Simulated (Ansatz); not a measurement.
```yaml
crystal:
  periodic: [false, false, false]
  atoms:
    - {symbol: O, position_ang: [-0.720399, 1.590120, 0.581741]}
    - {symbol: Zr, position_ang: [0.045444, 0.054779, -0.253583]}
    - {symbol: O, position_ang: [1.699166, -0.391473, 0.587589]}
    - {symbol: O, position_ang: [-1.161885, -1.419121, -0.146538]}
    - {symbol: I, position_ang: [0.522163, 0.628899, -2.915263]}
    - {symbol: H, position_ang: [-1.316887, 2.197079, 1.009978]}
    - {symbol: H, position_ang: [2.480086, -0.383030, 1.133188]}
    - {symbol: H, position_ang: [-1.547688, -2.277263, 0.002899]}
basis:
  gaussian: {orbitals: def2-mTZVP}
hamiltonian: {xc: {name: HF}}
correlation: {method: mp2, frozen_orbitals: {O: 0}}
scf: {lower_state_search: off}
```

```sh
$ ansatz run in.yaml --threads 4 --pin off --events-out ev --progress --plain --max-ram 10444MiB
```

Output, abridged:

```
Functional definition: HF
Error: "frozen_orbitals" has no count for Zr
```

In this input frozen orbitals are typed for one element alone, and the program wants a count for each. The program refused the input.
